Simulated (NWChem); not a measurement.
## Basis-set convergence for H2AlF2N

SMILES: [F][Al]([NH2])[F]
```xyz
6

Al     0.0000     0.0000    -0.0399
F      1.4198     0.0000    -0.8897
F     -1.4198     0.0000    -0.8897
N      0.0000     0.0000     1.7090
H     -0.8330     0.0000     2.2851
H      0.8330     0.0000     2.2851
```
Charge 0, spin multiplicity 1.

Program: NWChem. The geometry was optimised at PBE0/def2-SVP, a minimum by its harmonic frequencies. It is one conformer; others weren't searched.

Quantity: dipole moment at the level PBE0.

The Pople sets run with spherical d functions. The structure started from a generated list of species.

```tsv
basis	functions	dipole moment (D)
STO-3G	26	1.21
3-21G	44	2.94
pcseg-1	70	2.86
def2-SVP	70	2.77
def2-SVPD	106	2.74
6-311++G**	110	2.80
aug-cc-pVDZ	114	2.70
def2-TZVP	142	2.67
def2-TZVPD	178	2.63
aug-cc-pVTZ	234	2.62
```

Smallest basis within 0.1 D of aug-cc-pVTZ, the largest set run: aug-cc-pVDZ, with 114 functions against 234 and about 8 % of the time (also within reach: def2-TZVP, def2-TZVPD). aug-cc-pVTZ isn't the basis-set limit itself, and a small set can land close by cancellation.
